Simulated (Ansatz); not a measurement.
closo-1-NB4 (H on N) (B4NH5), relaxed as a singlet with RKS r2SCAN-D4/def2-SVP in Ansatz, starting from the GFN2-xTB geometry. Force threshold 0.02 eV/Å.

Start:

```xyz
10

B    -0.255   -0.893    0.484
B     1.001    0.304   -0.041
B     0.192   -0.673   -1.074
B    -0.735    0.549   -0.505
N    -0.155    0.543    0.867
H    -0.577   -1.709    1.258
H     2.045    0.791    0.162
H    -0.306    1.072    1.711
H     0.367   -1.286   -2.053
H    -1.578    1.302   -0.807
```

```csv
step,energy (eV),largest force component (eV/Å),SCF passes
1,-4271.1000,0.608,25
2,-4271.1897,0.283,30
3,-4271.2001,0.259,31
4,-4271.2079,0.052,31
5,-4271.2081,0.009,24
```

Force components are those of the run's own axes.

End:

```tsv
atom	x (Å)	y (Å)	z (Å)
B1	-0.2621	-0.8958	0.5079
B2	1.0131	0.3194	-0.0252
B3	0.1930	-0.6755	-1.0783
B4	-0.7486	0.5679	-0.4961
N5	-0.1608	0.5628	0.8983
H6	-0.5859	-1.7737	1.2559
H7	2.1039	0.7894	0.1315
H8	-0.3126	1.0944	1.7470
H9	0.3720	-1.3024	-2.0790
H10	-1.6120	1.3135	-0.8619
```

By distances, no bond broke or formed. The bond that changes most is B2–B3, from 1.64 to 1.66 Å (atoms count from 1).

No frequencies were taken in this run, so the end may be a saddle point.

Hardware: 2 threads of Arm Neoverse V2 on a shared host. Wall time 14 s.
